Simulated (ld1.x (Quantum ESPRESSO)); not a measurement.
# What one change does to a pseudopotential (Ru (Z = 44), RRKJ)

Ru (Z = 44), norm-conserving RRKJ (Kleinman–Bylander form), made with ld1.x (Quantum ESPRESSO) 7.5 (BLYP, scalar-relativistic). Core [Ar] 3d10, reference 4s2 4p6 4d7 5s0.5 5p0 (charge +0.5). Waves: 4p (bound): rc 1.55 bohr; 4d (bound): rc 1.85 bohr; 4s (bound): rc 1.05 bohr. Local part: the s channel. Core correction: none. rho0 = 0.02.

Occupied shells without a wave of their own: 5s. They enter only through the test configuration that unscreens the potential.

Change: reference 4s2 4p6 4d7 5s0 5p0.

Cutoffs: the cutoffs (Ry, on a coarse ladder) from which the occupation-weighted sum of valence levels, in a spherical-Bessel basis at the reference potential, stays within 10 and 1 mRy of its value at 400 Ry; they do not see the model core or the augmentation charge, which bear on the density cutoff. Errors are all-electron minus pseudo energies relative to the spin-unpolarised reference configuration.

**Question.** What does the change do?

**Answer.** The potential gets neither clearly harder nor softer (120 Ry and 200 Ry → 120 Ry and 200 Ry); neither file shows a bound ghost.

```csv
quantity,base,changed
"cutoff, loose",120 Ry,120 Ry
"cutoff, tight",200 Ry,200 Ry
bound ghosts,none,none
"largest miss of a reference level, eV",0.07,0.00
"largest error over its own tests, meV",+114,+171
s: phases at 2.01 bohr within 0.05 rad from the reference energy up to (Ry; the scan ends near 5),0.3,0.0
p: phases at 2.01 bohr within 0.05 rad from the reference energy up to (Ry; the scan ends near 5),0.8,0.5
d: phases at 2.01 bohr within 0.05 rad from the reference energy up to (Ry; the scan ends near 5),4.4,4.1
```
